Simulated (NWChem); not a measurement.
C$_{3}$H$_{2}$F$_{4}$; SMILES F[C@H]1[C@H](F)C1(F)F

```xyz
9

F      1.7749     0.2020    -1.0649
C      0.5381     0.5308    -0.6559
C     -0.5381    -0.5308    -0.6559
F     -1.7749    -0.2020    -1.0649
C      0.0000     0.0000     0.6306
F      0.7495    -0.8069     1.3754
F     -0.7495     0.8069     1.3754
H      0.2146     1.5444    -0.9234
H     -0.2146    -1.5444    -0.9234
```
Atoms are numbered in this order, from 1.

Results from NWChem. Geometry: optimised at PBE0/def2-SVP. GIAO values for the isolated, static molecule; σ is the absolute isotropic shielding, δ = σ(reference) − σ with the isolated reference molecule computed at the same levels (13C: tetramethylsilane, 19F: trichlorofluoromethane, 1H: tetramethylsilane).

Task: Predict the results for PBE/pcSseg-1. Quantities: δ F1 (ppm); δ C2 (ppm); δ C5 (ppm); δ F6 (ppm); δ H8 (ppm).

Result: 
```
Quantity     Value
----------  ------
δ F1 (ppm)  -264.9
δ C2 (ppm)    79.9
δ C5 (ppm)   114.5
δ F6 (ppm)  -173.4
δ H8 (ppm)    4.61
```
